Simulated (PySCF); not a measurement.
# Molecular orbitals of GaH⁺

PBE0 at R = 1.679 Å; PySCF, scalar-relativistic core potentials, basis sets Ga cc-pVTZ-PP with ECP10, H cc-pVTZ. State: ²Σ⁺ (doublet), unpaired electrons σ ↑. Only the outer orbitals are listed, counted within each symmetry, core potentials removing the inner ones.

```
spin  orbital  occ.  ε (eV)  on Ga (%)           main shells (%)
   α       1δ     1  -31.44        100                  100 Ga d
   α       1δ     1  -31.44        100                  100 Ga d
   α       3σ     1  -31.36         99                   99 Ga d
   α       2π     1  -31.30        100                  100 Ga d
   α       2π     1  -31.30        100                  100 Ga d
   α       4σ     1  -19.46         64           60 Ga s, 35 H s
   α       5σ     1  -14.65         68  34 Ga s, 32 H s, 32 Ga p
   α       3π     0   -8.41         99                   99 Ga p
   α       3π     0   -8.41         99                   99 Ga p
   α       6σ     0   -4.89         81  61 Ga p, 19 H s, 12 Ga d
   β       1δ     1  -31.38        100                  100 Ga d
   β       1δ     1  -31.38        100                  100 Ga d
   β       2π     1  -31.23        100                  100 Ga d
   β       2π     1  -31.23        100                  100 Ga d
   β       3σ     1  -31.20        100                  100 Ga d
   β       4σ     1  -18.10         81           75 Ga s, 19 H s
   β       5σ     0  -10.71         67  41 Ga p, 33 H s, 23 Ga s
   β       3π     0   -7.99         99                   99 Ga p
   β       3π     0   -7.99         99                   99 Ga p
```

**Question.** Which are the highest filled and the lowest empty level, where do they sit, and how wide is the gap?

**Answer.** Highest filled α 5σ at -14.65 eV (in %: 34 Ga s, 32 H s, 32 Ga p); lowest empty β 5σ at -10.71 eV (in %: 41 Ga p, 33 H s, 23 Ga s); the gap at PBE0 is 3.94 eV.

```
bond order (Mayer)                                                                                                : 0.72
⟨S²⟩                                                                                                              : 0.763
charge on Ga (Mulliken, basis-dependent)                                                                          : 0.88
charge on Ga (Löwdin, basis-dependent)                                                                            : 0.98
dipole moment (positive dipole points towards H; it is taken about the centre of mass and depends on that origin) : 0.44 D
polarisability along the bond                                                                                     : 28.6 bohr³
polarisability across the bond                                                                                    : 19.2 bohr³
```

Spin–orbit coupling is left out. The state is the lowest determinant that a PBE0 search found; another state may lie lower at other levels.
